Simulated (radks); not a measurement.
Values are calculated unless marked as measured or tabulated.
The ruthenium ion Ru+, configuration [Kr] 4d7.

Code: a radial shooting solver on a logarithmic mesh with Libxc functionals. Model: scalar-relativistic Kohn-Sham, TASK exchange with Perdew-Wang LDA correlation, spin-polarised, spherical densities, finite nucleus; open shells are filled with parallel spins first (spin-orbit coupling, left out, can overturn this in heavy ions); meta-GGA in the generalised Kohn-Sham scheme; Fermi nuclear charge, rms radius 4.4809 fm.

Energy parts (eV):
| part | energy |
|---|---|
| total | -123268.271 |
| kinetic | 127444.630 |
| electron-nucleus | -297104.773 |
| Hartree | 50001.430 |
| exchange-correlation | -3609.558 |

Orbitals (lengths in bohr, moments of r in powers of bohr; <r^-3> diverges for s and p1/2):
| orbital | occ. | eigenvalue (eV) | <r^-3> |
|---|---|---|---|
| 1s up | 1 | -21991.64 | - |
| 1s down | 1 | -21991.66 | - |
| 2s up | 1 | -3185.048 | - |
| 2s down | 1 | -3184.437 | - |
| 2p up | 3 | -2852.070 | 2997 |
| 2p down | 3 | -2851.617 | 2998 |
| 3s up | 1 | -572.6023 | - |
| 3s down | 1 | -572.3505 | - |
| 3p up | 3 | -462.4353 | 519.0 |
| 3p down | 3 | -462.1309 | 518.6 |
| 3d up | 5 | -284.6011 | 69.47 |
| 3d down | 5 | -284.0573 | 69.44 |
| 4s up | 1 | -87.3800 | - |
| 4s down | 1 | -85.0234 | - |
| 4p up | 3 | -56.6764 | 77.09 |
| 4p down | 3 | -54.0496 | 78.31 |
| 4d up | 5 | -13.3868 | 5.704 |
| 4d down | 2 | -10.3002 | 5.710 |

The highest occupied level is 4d down at -10.300 eV. The electron density at the nucleus is 1.126e+05 e/bohr^3 (large components only). Summed over all electrons, <r^2> = 36.46 bohr^2, which gives a Langevin (diamagnetic) susceptibility term of -28.9 x 10^-6 cm^3/mol.
